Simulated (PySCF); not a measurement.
[Tl(H2O)2]3+: from a saddle point downhill

PySCF 2.14.0, RKS PBE0, Tl def2-SVP with ECP60, O def2-SVP, H def2-SVP; non-relativistic Hamiltonian with scalar-relativistic core potentials where named; density fitting; no spin-orbit coupling. Relaxed within the symmetry of its start, the geometry (D2d) is

```xyz
7

Tl    0.0000    0.0000    0.0000
O     0.0000    0.0000    2.0669
H     0.5924    0.5924    2.6240
H    -0.5924   -0.5924    2.6240
O     0.0000    0.0000   -2.0669
H     0.5924   -0.5924   -2.6240
H    -0.5924    0.5924   -2.6240
```

and its lowest harmonic modes are -211, -211, 110, 135, 135, 470 cm⁻¹ (negative: unstable). It was moved along the lowest mode and relaxed again.

Question: Where does it end, and how much lower?

Answer: In C2, 0.008 eV lower, after 6 steps:
```xyz
7

Tl   -0.0175   -0.0734    0.0000
O    -0.0248    0.0470    2.0818
H     0.7147    0.5091    2.5850
H    -0.4639   -0.6583    2.6501
O    -0.0096    0.0016   -2.0825
H     0.4340   -0.7127   -2.6363
H    -0.7443    0.4572   -2.5982
```

Question: How do the contacts change?

Answer: 
| contact | saddle (Å) | end (Å) |
| --- | --- | --- |
| Tl1–O2 (H2O) | 2.067 | 2.085 |
| Tl1–O5 (H2O) | 2.067 | 2.084 |


Question: Is the end a minimum?

Answer: Yes; lowest modes 86, 112, 114, 306, 357, 511 cm⁻¹.

State: singlet.
